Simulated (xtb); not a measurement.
Job for xtb: GFN1-xTB on H2S2Se (SMILES S[Se]S), a point of a torsion scan.

```
$ xtb mol.xyz --gfn 1 --sp --chrg 0 --uhf 0
5

S      1.81869290    -0.39178273    -0.28328484
Se     0.05360038    -0.28790795    -1.64588769
S     -1.61366451    -0.01677235    -0.28667656
H      1.31072658     0.40191682     0.65962407
H     -1.63337715     1.32330626    -0.29263738
```

The head of its log:

```
[...]
           -------------------------------------------------
          |                Calculation Setup                |
           -------------------------------------------------



           -------------------------------------------------
          |                 G F N 1 - x T B                 |
           -------------------------------------------------

        Reference                      10.1021/acs.jctc.7b00118
      * Hamiltonian:
        H0-scaling (s, p, d)           1.850000    2.250000    2.000000
        zeta-weighting                 0.000000
      * Dispersion:
        s8                             2.400000
        a1                             0.630000
        a2                             5.000000
        s9                             0.000000
      * Repulsion:
        kExp                           1.500000
        rExp                           1.000000
      * Coulomb:
        alpha                          2.000000
        third order                    atomic
        anisotropic                    false
      * Halogen bond correction:
        rad-scale                      1.300000
        damping                        0.440000


          ...................................................
          :                      SETUP                      :
          :.................................................:
          :  # basis functions                  34          :
          :  # atomic orbitals                  31          :
          :  # shells                           13          :
          :  # electrons                        20          :
          :  # halogen bonds                     0          :
          :  max. iterations                   250          :
          :  Hamiltonian                  GFN1-xTB          :
          :  restarted?                      false          :
          :  GBSA solvation                  false          :
          :  PC potential                    false          :
          :  electronic temp.          300.0000000     K    :
          :  accuracy                    1.0000000          :
          :  -> integral cutoff          0.2500000E+02      :
          :  -> integral neglect         0.1000000E-07      :
          :  -> SCF convergence          0.1000000E-05 Eh   :
          :  -> wf. convergence          0.2000000E-04 e    :
          :  Broyden damping             0.4000000          :
          :  net charge                          0          :
          :  unpaired electrons                  0          :
          ...................................................

 iter      E             dE          RMSdq      gap      omega  full diag
   1    -11.8450037 -0.118450E+02  0.166E+00    3.24       0.0  T
   2    -11.8472368 -0.223307E-02  0.611E-01    3.20       1.0  T
```

Question: Give the final energy of this run.

Answer: -11.8261 hartree.
